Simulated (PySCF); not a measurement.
RhH₅ (singlet). Computed with PySCF, PBE0, basis Rh def2-TZVP with ECP28, H def2-TZVP (scalar-relativistic core potentials, no spin–orbit coupling, density fitting).

Harmonic bands of its minimum:

```json
{"ω (cm⁻¹)": "49", "IR (km/mol)": "3.0"}
{"ω (cm⁻¹)": "576", "IR (km/mol)": "2.2"}
{"ω (cm⁻¹)": "625", "IR (km/mol)": "8.6"}
{"ω (cm⁻¹)": "748", "IR (km/mol)": "23.2"}
{"ω (cm⁻¹)": "772", "IR (km/mol)": "40.3"}
{"ω (cm⁻¹)": "803", "IR (km/mol)": "4.1"}
{"ω (cm⁻¹)": "867", "IR (km/mol)": "5.3"}
{"ω (cm⁻¹)": "1462", "IR (km/mol)": "29.3"}
{"ω (cm⁻¹)": "2173", "IR (km/mol)": "124"}
{"ω (cm⁻¹)": "2292", "IR (km/mol)": "50.5"}
{"ω (cm⁻¹)": "2346", "IR (km/mol)": "7.4"}
{"ω (cm⁻¹)": "3429", "IR (km/mol)": "146"}
```

**Question.** The central atom is Rh. Infer the point group and assign the bands.

**Answer.** C1. The modes span 12a: 49 a, 576 a, 625 a, 748 a, 772 a, 803 a, 867 a, 1462 a, 2173 a, 2292 a, 2346 a, 3429 a. The computed geometry has H–H 0.813 Å, Rh–H 1.504 Å (×2), Rh–H 1.550 Å, Rh–H 1.785 Å, Rh–H 1.851 Å; H–H–Rh 72.5°, H–H–Rh 81.7°, H–Rh–H 25.8°, H–Rh–H 79.5°, H–Rh–H 79.7°, H–Rh–H 82.5° (×2), H–Rh–H 85.8°, H–Rh–H 102.2°, H–Rh–H 104.0°, H–Rh–H 158.0°, H–Rh–H 176.2°.

Stability towards spin polarisation was not tested. Other isomers or separated fragments may lie lower.
